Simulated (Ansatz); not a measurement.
CH2BCl, SMILES `B[C]Cl` (excited triplet) (charge 0, multiplicity 3). This triplet is an excited state, 0.37 eV above the relaxed singlet at the level frozen-core CCSD(T)/cc-pVTZ // PBE0-D3(BJ)/def2-TZVP (Ansatz, an electronic-structure program).

Cartesian coordinates (Å):
```xyz
5

B     -0.6428    -0.0599    -0.0021
C      0.8033    -0.4576     0.0266
Cl     2.2473     0.3236     0.0021
H     -1.4804    -0.9086     0.0301
H     -0.9275     1.1025    -0.0567
```
Charge 0, spin multiplicity 3.

Frozen-core energies in 6-31g from Ansatz at a geometry from PBE0-D3(BJ)/def2-TZVP; the HF reference has <S^2> = 2.02 and the T1 diagnostic is 0.024.

```tsv
level	energy (Ha)
HF	-523.04226
MP2	-523.18340
CCSD	-523.21344
```

Question: Estimate the energies of CCSD(T), CCSDT and CCSDT(Q), and give each level's difference from CCSDT(Q).

Answer: 
```tsv
level	energy (Ha)	difference from CCSDT(Q) (mHa)
MP2	-523.18340	35.47
CCSD	-523.21344	5.43
CCSD(T)	-523.21773	1.14
CCSDT	-523.21880	0.07
CCSDT(Q)	-523.21887	0.00
```
